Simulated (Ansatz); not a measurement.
```yaml
crystal:
  periodic: [false, false, false]
  atoms:
    - {symbol: Cd, position_ang: [-3.856027, 1.237162, 0.385884]}
    - {symbol: Cd, position_ang: [1.168685, -3.869202, 0.148982]}
    - {symbol: Cd, position_ang: [-2.060566, -2.016240, -1.028568]}
    - {symbol: Cd, position_ang: [0.913521, -0.907684, 2.157546]}
    - {symbol: Cd, position_ang: [2.023701, 2.055547, -1.024417]}
    - {symbol: Cd, position_ang: [-1.217932, 3.858162, 0.410332]}
    - {symbol: Cd, position_ang: [3.860571, -1.186854, 0.131449]}
    - {symbol: S, position_ang: [-4.500951, -0.911699, -1.031126]}
    - {symbol: S, position_ang: [-3.478180, 3.482082, 1.756393]}
    - {symbol: S, position_ang: [-0.666522, -4.328849, -1.612871]}
    - {symbol: S, position_ang: [2.909649, -2.911940, 2.093914]}
    - {symbol: S, position_ang: [0.948735, 4.507936, -0.977408]}
    - {symbol: S, position_ang: [4.312204, 0.637024, -1.644192]}
    - {symbol: S, position_ang: [-0.356910, 0.354554, 0.234071]}
basis:
  gaussian: {orbitals: def2-TZVPD, fitting: {mean_field: def2-universal-jkfit}}
magnetization: {spin_polarized: true, initial_magnetization: 2}
hamiltonian: {xc: {name: wPBEh}}
scf: {omitted_lower_state_checks: [starts]}
output: {forces: true}
```

```sh
$ ansatz run in.yaml --threads 2 --pin off --events-out ev --progress --plain --max-ram 32768MiB --backend cuda --devices 0, --max-vram 18GiB
```

Output, abridged:

```
Functional definition: wPBEh
2681 factors; integrals over basis functions are off by at most 5.2e-1 eV
2681 factors; integrals over basis functions are off by at most 2.6e-7 eV
mean field evaluation 1: about -107767.3600 eV, gradient 5.7e1 eV
mean field evaluation 2: about -107568.1741 eV, gradient 1.7e2 eV
mean field evaluation 4: about -107784.5816 eV, gradient 2.1e1 eV
mean field evaluation 8: about -107784.5821 eV, gradient 2.1e1 eV
mean field evaluation 16: about -107787.7639 eV, gradient 2.9e-2 eV
mean field -107787.76402496 eV, -3961.1272667468 hartree, gradient 3.0e-6 eV, S^2 2.017888; 0 other end points of the search recorded, 0 dependent functions left out
reference -107787.76413724 eV, -3961.1272708729 hartree; 127, 125 occupied and 475, 477 virtual orbitals, 2681 factors
Total energy: -107787.76413724 eV, -3961.1272708729 hartree
Atom 0 at    -3.856027     1.237162     0.385884 Å, force     0.386035     0.066064     0.072165 eV/Å
Atom 1 at     1.168685    -3.869202     0.148982 Å, force    -0.396020     0.332044    -0.126585 eV/Å
Atom 2 at    -2.060566    -2.016240    -1.028568 Å, force     0.295445    -0.183069     0.018091 eV/Å
Atom 3 at     0.913521    -0.907684     2.157546 Å, force    -0.100313     0.097354    -0.401863 eV/Å
Atom 4 at     2.023701     2.055547    -1.024417 Å, force     0.179824    -0.285626     0.013850 eV/Å
Atom 5 at    -1.217932     3.858162     0.410332 Å, force    -0.058732    -0.378172     0.061115 eV/Å
Atom 6 at     3.860571    -1.186854     0.131449 Å, force    -0.333562     0.398056    -0.125369 eV/Å
Atom 7 at    -4.500951    -0.911699    -1.031126 Å, force     1.467325     0.795095     0.877278 eV/Å
Atom 8 at    -3.478180     3.482082     1.756393 Å, force     1.212156    -1.206785    -1.926116 eV/Å
Atom 9 at    -0.666522    -4.328849    -1.612871 Å, force     0.425617     1.707234     1.613639 eV/Å
Atom 10 at     2.909649    -2.911940     2.093914 Å, force    -0.786378     0.772194    -2.416058 eV/Å
Atom 11 at     0.948735     4.507936    -0.977408 Å, force    -0.822051    -1.489195     0.841825 eV/Å
Atom 12 at     4.312204     0.637024    -1.644192 Å, force    -1.685963    -0.403707     1.644483 eV/Å
Atom 13 at    -0.356910     0.354554     0.234071 Å, force     0.216615    -0.221486    -0.146454 eV/Å
Dipole moment:     0.095621    -0.107043     0.500144 e Å
Checks for a lower state left out: starts
```

Hardware: 2 threads of AMD EPYC 7R13 on a shared host and a share (18 GiB) of an NVIDIA H100 80GB HBM3. Wall time 41 s, peak host memory 2.2 GiB.

In the def2 sets Cd takes a core potential; there is no spin–orbit coupling.
